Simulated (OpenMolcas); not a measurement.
## Nd I: effect of the basis set

```yaml
Program: OpenMolcas 26.06
Method: CASSCF
Active_space: 4 electrons in 7 orbitals (4f)
State_averaging: 2S+1 = 5 even, 35 roots; 2S+1 = 3 even, 210 roots (117 in the spin-orbit step); 2S+1 = 1 even, 196 roots (75 in the spin-orbit step)
Spin-orbit_coupling: RASSI with atomic mean-field integrals over the reference wave functions, term energies averaged over their components
```

A. ANO-RCC-VDZP [7s6p4d2f1g], DKH2, point nucleus; cost of the order of 2.5 core-minutes
B. ANO-RCC-VTZP [8s7p5d3f2g1h], DKH2, point nucleus; cost roughly 2 core-minutes
C. ANO-RCC-VQZP [9s8p6d4f3g2h], DKH2, point nucleus; cost of the order of 6 core-minutes

Energies in cm-1 above 4f4 6s2 5I4, the measured ground level; measured values from NIST Handbook of Basic Atomic Spectroscopic Data.

| Level | A | B | C | Measured |
| --- | --- | --- | --- | --- |
| 4f4 6s2 5I4 | 0.0 | 0.0 | 0.0 | 0.0 |
| 4f4 6s2 5I5 | 1175 | 1186 | 1187 | 1128 |
| 4f4 6s2 5I6 | 2498 | 2520 | 2522 | 2367 |
| 4f4 6s2 5I7 | 3932 | 3965 | 3968 | 3682 |
| 4f4 6s2 5I8 | 5447 | 5491 | 5495 | 5049 |
| 4f4 6s2 5F1 | 14439 | 14356 | 14377 | 10119 |
| 4f4 6s2 5F2 | 14851 | 14771 | 14792 | 10469 |
| 4f4 6s2 5F3 | 15531 | 15457 | 15478 | 11118 |
| 4f4 6s2 5S2 | 16126 | 16057 | 16079 |  |
| 4f4 6s2 5F4 | 16364 | 16296 | 16318 | 11866 |
| 4f4 6s2 3K6 | 17395 | 17338 | 17367 |  |
| 4f4 6s2 5F5 | 17453 | 17395 | 17418 | 12895 |
| 4f4 6s2 3K7 | 18568 | 18513 | 18543 |  |
| 4f4 6s2 3K8 | 19954 | 19906 | 19937 |  |
| 4f4 6s2 3H4(1) [66 %] | 20317 | 20188 | 20222 |  |
| 4f4 6s2 5G2 | 21523 | 21382 | 21414 |  |
| 4f4 6s2 5G3 [62 %] | 21575 | 21437 | 21470 |  |
| 4f4 6s2 3H5(1) [68 %] | 22137 | 22028 | 22062 |  |
| 4f4 6s2 5G4 [74 %] | 23079 | 22961 | 22995 |  |
| 4f4 6s2 3G3 [63 %] | 23754 | 23633 | 23668 |  |
| 4f4 6s2 3L7 | 24244 | 24130 | 24166 |  |
| 4f4 6s2 5G5 | 24561 | 24457 | 24491 |  |
| 4f4 6s2 3H6(1) [72 %] | 24577 | 24485 | 24520 |  |
| 4f4 6s2 3D2 [65 %] | 25111 | 24954 | 24993 |  |

Deviations, from unrounded energies. A percentage is the sum of absolute deviations over the sum of measured energies, with the sign that they share, or ± where signs differ.

| Against measurement | Levels | A | B | C |
| --- | --- | --- | --- | --- |
| mean absolute deviation (cm-1) | 9 | 2600 | 2500 | 2500 |
| fine structure of the ground term (%) | 4 | +6.8 | +7.7 | +7.8 |
| other terms of the ground configuration (%) | 5 | +39.3 | +38.6 | +38.8 |

A, B, C lie about equally close to measurement. The largest miss of B in the table is 4f4 6s2 5F5, by +4500 cm-1. The ranking rests on the paired levels alone, and a cruder setting can come out closer through cancelling errors.

Among A to C the level of the table that moves most is 4f4 6s2 3D2 [65 %], by 160 cm-1 (lowest in B, highest in A).

High states are left out of the spin-orbit mixing, which shifts the levels that they would mix with. Without dynamic correlation excited terms often stand tens of per cent too high (terms of higher spin than the ground term too low), and those without a measured partner can miss by more than the paired ones. With the s shell closed, the reference lacks s² → p² mixing. Measured partners are found by configuration, term and J. A level has none where our copy of the source lacks it or the pairing is in doubt (some pairs that miss far off the trend of their configuration count as doubtful), and it then counts in no deviation. Only configurations of the active space appear. The table leaves out levels that lie high or whose names do not pair safely across all columns.

A share in square brackets marks a mixed level and gives the weight of the term that names it, the lowest over the columns. A number in round brackets counts repeated terms of one configuration in the order of the reference energies.
